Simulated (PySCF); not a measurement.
BeCl2, SMILES [Cl][Be][Cl]. Coordinates come from a PBE-D3(BJ)/def2-TZVP optimisation. The isomer is the one that the SMILES or the coordinates give; other isomers of the formula were not compared.

Question: Give the equilibrium geometry at PBE-D3(BJ)/def2-TZVP (PySCF confirms it by a frequency run) as a Z-matrix, and its point group. (An estimate is asked for; the answer gives what the named calculation found.)

Answer: point group D∞h.
```
Be
Cl 1 1.8087
Cl 1 1.8087 2 180.00
```
